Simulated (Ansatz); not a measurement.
TaSF3. Charge 0, multiplicity 1. Geometry PBE0-D4/def2-SVP; atoms count from 1.

```csv
atom,x (Å),y (Å),z (Å)
Ta1,-0.053,0.073,0.021
S2,1.178,-1.619,-0.465
F3,-1.092,-0.395,1.499
F4,-1.116,0.440,-1.468
F5,1.083,1.500,0.413
```

In the def2 sets Ta takes a core potential; there is no spin–orbit coupling.

Estimate the Mulliken populations from the PBE0/def2-TZVP orbitals of Ansatz.


| atom | charge (e) | d electrons |
| --- | --- | --- |
| Ta1 | 1.46 | 2.64 |
| S2 | -0.36 | – |
| F3 | -0.37 | – |
| F4 | -0.37 | – |
| F5 | -0.37 | – |
Mulliken values depend strongly on the basis.

And the Mayer bond orders between heavy atoms (over 0.3)?

Ta1–S2 2.26 (2.15 Å); Ta1–F3 1.01 (1.87 Å); Ta1–F4 1.01 (1.87 Å); Ta1–F5 1.01 (1.87 Å).
